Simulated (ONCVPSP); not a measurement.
PBEsol ONCV dataset for Co (Z = 27), scalar-relativistic all-electron reference.

```
Element                 : cobalt
Generator               : ONCVPSP 4.0.1
Type                    : optimised norm-conserving Vanderbilt (ONCV)
Functional              : PBEsol
Relativity              : scalar-relativistic
Frozen core             : [Ar]
Valence charge          : 9
Reference configuration : 3d7 4s2
Partial waves           : 4s: rc 2.55 bohr, ncon 4, nbas 7, qcut 3.1 1/bohr, 3 projectors, debl 2.5 Ha; p scattering state at 0.07 Ha: rc 2.50 bohr, ncon 3, nbas 7, qcut 3.3 1/bohr, 2 projectors, debl 2 Ha; 3d: rc 1.35 bohr, ncon 4, nbas 9, qcut 9.1 1/bohr, 2 projectors, debl 3.6 Ha
Local potential         : polynomial inside 1.25 bohr (lpopt 5, dvloc0 4 Ha)
Core correction         : Teter function, fcfact 4.75, rcfact 1.55
```

In the p channel the program set the typed energies aside and used 0.050, 2.050 Ha.

* Cutoffs needed: 44 Ha and 159 Ha (the cutoffs (Ha) at which the residual kinetic energy of the hardest occupied pseudo-wave falls to 1 and 0.1 mHa per electron)
* Ghost test: no bound ghost flagged; GHOST(+) flagged for s at 162.2 eV
* Largest excitation error: -408 meV (all-electron minus pseudo) for 3d6 4s0, out of 4 test configurations
* rms error of d²Exc/dni dnj: 10.36 mHa without and 2.56 mHa with the model core
